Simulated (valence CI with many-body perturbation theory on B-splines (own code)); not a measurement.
## Forbidden lines of Pm10+

Method: configuration interaction combined with many-body perturbation theory (CI+MBPT): five valence electrons over a frozen Dirac-Fock core [Kr] 4d10, radial functions for each j: 7 s, 7 p, 7 d, 7 f, 4 g, 2 h, with the one-electron correlation potential Σ1, the two-electron term Σ2, the three-electron term Σ3, Breit, model QED; selected CI, second order for the rest, scaled by the run's own slope (own B-spline code, finite nucleus).

No measured levels were compared; by estimate terms of the open shell hold to a few per cent of their energy, and close levels can change places; configurations with another count of f electrons can be misplaced by thousands of cm⁻¹. Among the levels kept, up to 2900 cm⁻¹ of a level comes from second order outside the variational space, and about a tenth of that is noise between levels of different J, which matters for small intervals. The lowest computed level is not the ground level that NIST lists (°, for many ions itself from theory).

Lines 1 to 50 of 117 in falling wavelength, among levels below 184570 cm⁻¹, chosen from the decays that carry over 1 % of a level's rate. Wavelengths and rates use the calculated energies, so an error of 2000 cm⁻¹ moves a line at 60510 Å by 120 % and its rate by three times that or more. Electric multipoles are in the length gauge, E1 and E2 with the static RPA response of the core. S is in atomic units (e²a₀⁴ for E2 and M2, e²a₀⁶ for E3), for M1 in squared Bohr magnetons. Weak lines are less certain than strong ones. Lines between different terms over intervals too small for the method are left out, as are lines whose strength nearly cancels. Where a level lies close to another of its J and parity, the split of strength between their lines is uncertain. Intervals below about 2000 cm⁻¹, as at the head of this list, are uncertain by tens of per cent.

Names give the largest LS component (configuration and term), which can be under half, so a name can repeat, a term be missing and a line seem to break the LS rules; names also repeat where a configuration has a term twice. Letters in brackets count levels of one name in rising energy.

```csv
λ vac (Å),Upper,Lower,Type,A (s⁻¹),S (a.u.)
76320,4f3 5s2 4F°_5/2,4f3 5s2 4F°_3/2,M1,8.97e-02,8.87e+00
71650,4f3 5s2 4F°_7/2,4f3 5s2 4F°_5/2,M1,1.00e-01,1.09e+01
60510,4f3 5s2 4F°_7/2,4f3 5s2 2H°_9/2 [a],M1,1.44e-02,9.49e-01
55410,4f3 5s2 4S°_3/2,4f3 5s2 4F°_3/2,M1,1.25e-02,3.14e-01
54010,4f2 5s2 5p 4F°_5/2 [a],4f2 5s2 5p 4G°_7/2 [a],M1,2.61e-02,9.16e-01
50480,4f2 5s2 5p 4H°_9/2 [a],4f2 5s2 5p 4H°_7/2,M1,1.99e-01,9.48e+00
46900,4f3 5s2 4F°_9/2,4f3 5s2 4F°_7/2,M1,1.64e-01,6.26e+00
45380,4f2 5s2 5p 2D°_3/2 [a],4f2 5s2 5p 4G°_5/2 [a],M1,1.54e-02,2.14e-01
45190,4f2 5s2 5p 2F°_7/2 [a],4f2 5s2 5p 4D°_7/2 [a],M1,6.78e-02,1.86e+00
45080,4f3 5s2 4I°_11/2,4f3 5s2 4I°_9/2,M1,3.35e-01,1.36e+01
43080,4f2 5s2 5p 4F°_5/2 [a],4f2 5s2 5p 2D°_3/2 [a],M1,2.71e-01,4.82e+00
41880,4f2 5s2 5p 2G°_9/2 [a],4f2 5s2 5p 4G°_11/2 [a],M1,6.93e-02,1.89e+00
40880,4f2 5s2 5p 2G°_9/2 [a],4f2 5s2 5p 4G°_7/2 [a],M1,2.38e-01,6.02e+00
37410,4f2 5s2 5p 4G°_7/2 [a],4f2 5s2 5p 4G°_5/2 [a],M1,4.59e-01,7.13e+00
35160,4f3 5s2 4I°_15/2,4f3 5s2 4I°_13/2,M1,7.38e-01,1.90e+01
34210,4f3 5s2 4I°_13/2,4f3 5s2 4I°_11/2,M1,1.10e+00,2.29e+01
28950,4f2 5s2 5p 4G°_5/2 [a],4f2 5s2 5p 4H°_7/2,M1,5.16e-03,2.78e-02
26420,4f3 5s2 4F°_9/2,4f3 5s2 2H°_9/2 [a],M1,3.83e-01,2.62e+00
24870,4f2 5s2 5p 4D°_7/2 [a],4f2 5s2 5p 4F°_5/2 [a],M1,5.63e-01,2.57e+00
24830,4f2 5s2 5p 4I°_11/2,4f3 5s2 4I°_9/2,M1,6.77e-01,4.61e+00
24110,4f2 5s2 5p 4G°_7/2 [a],4f2 5s2 5p 4H°_9/2 [a],M1,1.57e-02,6.54e-02
23780,4f2 5s2 5p 4G°_11/2 [a],4f2 5s2 5p 4H°_9/2 [a],M1,1.35e+00,8.06e+00
23730,4f3 5s2 2H°_11/2 [a],4f3 5s2 2H°_9/2 [a],M1,7.22e-01,4.29e+00
22840,4f3 5s2 4G°_5/2,4f3 5s2 4F°_7/2,M1,2.24e-02,5.94e-02
22100,4f2 5s2 5p 4F°_5/2 [a],4f2 5s2 5p 4G°_5/2 [a],M1,1.12e-02,2.68e-02
22070,4f3 5s2 4F°_7/2,4f2 5s2 5p 4D°_7/2 [a],M1,6.63e-02,2.12e-01
22030,4f2 5s2 5p 4H°_9/2 [a],4f3 5s2 4I°_9/2,M1,8.89e-03,3.52e-02
21200,4f2 5s2 5p 4G°_11/2 [a],4f2 5s2 5p 4I°_11/2,M1,2.09e-02,8.85e-02
20620,4f3 5s2 2G°_7/2 [a],4f3 5s2 4F°_7/2,M1,3.05e-01,7.94e-01
19050,4f3 5s2 4I°_11/2,4f2 5s2 5p 4I°_9/2,M1,1.42e+00,4.37e+00
17890,4f2 5s2 5p 4H°_7/2,4f2 5s2 5p 4I°_9/2,M1,1.74e-01,2.96e-01
17740,4f2 5s2 5p 2F°_7/2 [a],4f2 5s2 5p 2G°_9/2 [a],M1,2.15e-01,3.56e-01
17320,4f3 5s2 4G°_5/2,4f3 5s2 4F°_5/2,M1,2.91e-02,3.36e-02
17110,4f3 5s2 4F°_3/2,4f2 5s2 5p 4F°_5/2 [a],M1,1.06e-02,7.86e-03
17030,4f2 5s2 5p 4D°_7/2 [a],4f2 5s2 5p 4G°_7/2 [a],M1,5.49e-01,8.05e-01
16630,4f2 5s2 5p 4G°_5/2 [a],4f3 5s2 4I°_9/2,E2,1.05e-04,7.12e-01
16110,4f2 5s2 5p 4H°_13/2,4f2 5s2 5p 4I°_11/2,M1,6.13e+00,1.33e+01
16040,4f2 5s2 5p 2F°_7/2 [a],4f2 5s2 5p 4F°_5/2 [a],M1,1.37e+00,1.68e+00
16010,4f3 5s2 2G°_7/2 [a],4f3 5s2 4F°_5/2,M1,7.33e-01,8.92e-01
15870,4f3 5s2 2H°_9/2 [a],4f2 5s2 5p 2G°_9/2 [a],M1,2.96e-01,4.39e-01
15380,4f3 5s2 2G°_7/2 [a],4f3 5s2 2H°_9/2 [a],M1,5.65e-01,6.10e-01
15010,4f3 5s2 4F°_9/2,4f2 5s2 5p 4D°_7/2 [a],M1,2.57e-01,3.23e-01
14930,4f3 5s2 4G°_5/2,4f2 5s2 5p 2F°_7/2 [a],M1,3.11e-02,2.31e-02
14170,4f2 5s2 5p 4I°_11/2,4f2 5s2 5p 4I°_9/2,M1,6.25e+00,7.91e+00
14110,4f3 5s2 4G°_5/2,4f3 5s2 4F°_3/2,M1,8.50e-02,5.32e-02
14080,4f2 5s2 5p 2G°_9/2 [a],4f2 5s2 5p 4I°_11/2,M1,1.12e-01,1.15e-01
13980,4f3 5s2 4F°_5/2,4f2 5s2 5p 4F°_5/2 [a],M1,4.96e-02,3.02e-02
13950,4f3 5s2 2G°_7/2 [a],4f2 5s2 5p 2F°_7/2 [a],M1,8.15e-02,6.57e-02
13330,4f2 5s2 5p 2P°_3/2 [a],4f3 5s2 4S°_3/2,M1,1.03e+00,3.63e-01
13210,4f2 5s2 5p 4H°_9/2 [a],4f2 5s2 5p 4I°_9/2,M1,2.40e-01,2.05e-01
```
